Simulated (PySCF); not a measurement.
An excited-state job on `O=Cc1ncnnc1O[SiH3]`.

Method: TDDFT wB97X-D/def2-SVPD, vertical, gas phase, core orbitals frozen in the response (PySCF 2.14.0, density-fitted response routines). Geometry: GFN2-xTB. The input is one job of a driver script: a line of settings, then coordinates in Å.

Command:
```bash
OMP_NUM_THREADS=1 python probes_run.py task.json out
```

Input:
```
{"job": {"kind": "uv", "xc": "wB97X-D", "basis": "def2-SVPD", "nstates": 8, "ntriplets": 3}, "charge": 0, "multiplicity": 1}
O      0.474833     1.113732     2.610203
C     -0.616018     0.992160     2.127594
C     -0.908299     0.427465     0.791281
N     -2.179835     0.376289     0.429848
C     -2.441280    -0.129496    -0.768384
N     -1.540205    -0.579845    -1.617912
N     -0.286609    -0.542254    -1.290155
C      0.085573    -0.052796    -0.105899
O      1.351522    -0.035923     0.179873
Si     2.553869    -0.586740    -0.837673
H     -1.541430     1.299427     2.648203
H     -3.475410    -0.177204    -1.075062
H      3.674081    -0.295133     0.042805
H      2.516566     0.202260    -2.062759
H      2.328228    -2.003954    -1.093875
```

Output:
```
coarse grid: 14432 points
cycle   1  E = -758.6600835988  dE =  2.288e+00  |g| = 1.059e+00  |ddm| = 7.305e+00
cycle   2  E = -758.4238985997  dE =  2.362e-01  |g| = 1.597e+00  |ddm| = 5.035e+00
cycle   3  E = -758.8969756090  dE = -4.731e-01  |g| = 1.308e-01  |ddm| = 3.173e+00
cycle   4  E = -758.8995832557  dE = -2.608e-03  |g| = 8.125e-02  |ddm| = 4.928e-01
cycle   5  E = -758.9008724509  dE = -1.289e-03  |g| = 1.736e-02  |ddm| = 1.977e-01
cycle   6  E = -758.9009406414  dE = -6.819e-05  |g| = 7.802e-03  |ddm| = 5.925e-02
cycle   7  E = -758.9009553335  dE = -1.469e-05  |g| = 2.279e-03  |ddm| = 2.482e-02
cycle   8  E = -758.9009570958  dE = -1.762e-06  |g| = 9.279e-04  |ddm| = 1.243e-02
final grid: 139016 points
cycle   9  E = -759.0095268284  dE = -9.247e-05  |g| = 5.434e-03  |ddm| = 2.326e-01
cycle  10  E = -759.0095284143  dE = -1.586e-06  |g| = 5.478e-03  |ddm| = 2.765e-02
cycle  11  E = -759.0095342599  dE = -5.846e-06  |g| = 8.350e-04  |ddm| = 1.482e-02
cycle  12  E = -759.0095343993  dE = -1.395e-07  |g| = 5.859e-04  |ddm| = 3.796e-03
cycle  13  E = -759.0095344891  dE = -8.972e-08  |g| = 1.427e-04  |ddm| = 1.758e-03
cycle  14  E = -759.0095344982  dE = -9.190e-09  |g| = 5.900e-05  |ddm| = 6.857e-04
cycle  15  E = -759.0095345015  dE = -3.212e-09  |g| = 2.948e-05  |ddm| = 2.825e-04
cycle  16  E = -759.0095345026  dE = -1.166e-09  |g| = 1.323e-05  |ddm| = 1.583e-04
cycle  17  E = -759.0095345029  dE = -3.158e-10  |g| = 7.199e-06  |ddm| = 8.955e-05
converged SCF energy = -759.0095345029

Static polarisability (au): isotropic 98.575, principal 62.613 109.936 123.176

Singlet excitations
state   eV       nm        f      main configurations
  1   2.7658    448.3   0.00178   H->L 0.95
  2   3.5883    345.5   0.00174   H-2->L 0.80
  3   4.3003    288.3   0.00025   H->L+1 0.87
  4   4.5696    271.3   0.15054   H-1->L 0.95
  5   5.1754    239.6   0.00002   H-3->L 0.82, H-4->L 0.10
  6   5.9427    208.6   0.00046   H-2->L+1 0.65, H-2->L 0.10, H->L+3 0.10
  7   5.9497    208.4   0.12081   H-1->L+1 0.87, H-6->L 0.08
  8   6.0196    206.0   0.00024   H-7->L 0.90

Triplet excitations (Tamm-Dancoff, eV): 2.2514 3.0368 3.2682
```

The SCF starts on a coarse grid where the log names one; the energy can jump when the final grid takes over, and dE then counts from the start density on the new grid. H and L stand for HOMO and LUMO; the number after each pair is its weight.

Give S1 in cm⁻¹ and kJ/mol.

2.7658 eV × 8065.54 = 22308 cm⁻¹; × 96.485 = 266.9 kJ/mol.

In short: HOMO -9.22 eV, LUMO -1.45 eV; lowest singlet 2.77 eV; lowest triplet 2.25 eV (Tamm–Dancoff); mean polarisability 98.6 au.

How long does this job take on one thread of an Arm Neoverse N1, no GPU, shared host with 64 logical CPUs at a one-minute load of 57? And the peak memory of the process?

About 2.4 min (density and orbital grids were written too), with 1.1 GiB resident at the peak, the Python interpreter and its libraries included.

One conformer stands for the species.
Labels such as C1 count atoms from 1, the log's own numbers from 0.

Note: wB97X-D ran without an empirical dispersion term, which enters the total energy and its gradient alone.
